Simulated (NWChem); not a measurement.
SiH₂SF₂; SMILES F[SiH](F)S

```xyz
6

Si     0.0185     0.4794     0.3041
F     -1.3401     1.1405    -0.2205
F      1.2445     1.2787    -0.3478
S     -0.0327    -1.5454    -0.3533
H      0.1226     0.6274     1.7673
H      1.1529    -1.8784     0.2040
```
Atoms are numbered in this order, from 1.

All runs: NWChem. Geometry: optimised at B3LYP/6-31G* (spherical d). Level: PBE0/def2-SVP with SMD (1 M gas to 1 M solution), gas-phase geometry. Reactions with the solvent are ignored.

```
solvent                dielectric constant  solvation free energy (kcal/mol)  cavity-dispersion-structure term (kcal/mol)  dipole in solution (D)
---------------------  -------------------  --------------------------------  -------------------------------------------  ----------------------
water                                 78.4                              -1.2                                          2.5                    2.58
1-propanol                            20.5                              -4.2                                         -0.7                    2.55
tetrahydrofuran                       7.43                              -3.6                                         -0.5                    2.50
diethyl ether                         4.24                              -3.8                                         -1.1                    2.44
toluene                               2.37                              -3.0                                         -0.9                    2.33
acetone                               20.5                              -4.2                                         -0.6                    2.55
N,N-dimethylformamide                 37.2                              -3.7                                          ___                    2.57
```

Q: Fill in the missing entries.

A: 
- N,N-dimethylformamide, cavity-dispersion-structure term (kcal/mol): -0.1
